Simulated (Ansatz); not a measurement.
Z-matrix (Å, degrees):
```
C
S 1 1.810
Ge 1 1.966 2 111.8
H 1 1.091 2 107.1 3 120.2
H 1 1.089 2 109.5 3 -122.7
B 2 1.750 1 105.6 3 82.7
H 3 1.536 1 109.0 2 57.1
H 3 1.535 1 108.6 2 -62.4
H 3 1.540 1 109.7 2 177.3
H 6 1.192 2 115.7 1 -179.5
H 6 1.194 2 121.3 1 1.1
```

The species carries charge 0 and has multiplicity 1.

Q: List the B3LYP/def2-TZVPP orbital energies in eV (Ansatz). (Estimate.)

A: The calculation gave: Occupied: -10850.27, -2418.22, -1354.66, -1205.55, -1205.55, -1205.55, -277.81, -216.22, -183.87, -169.19, -160.77, -160.64, -160.64, -119.44, -119.44, -119.43, -33.01, -33.01, -33.01, -32.94, -32.94, -21.68, -18.03, -15.06, -13.57, -12.19, -11.21, -10.05, -9.56, -9.43, -9.32, -8.45, -7.33. Lowest empty: -1.38, 0.13, 0.75, 0.96, 1.31, 1.51, 1.86, 2.10.

B3LYP here is the variant with VWN-RPA as its local correlation; programs differ in this.
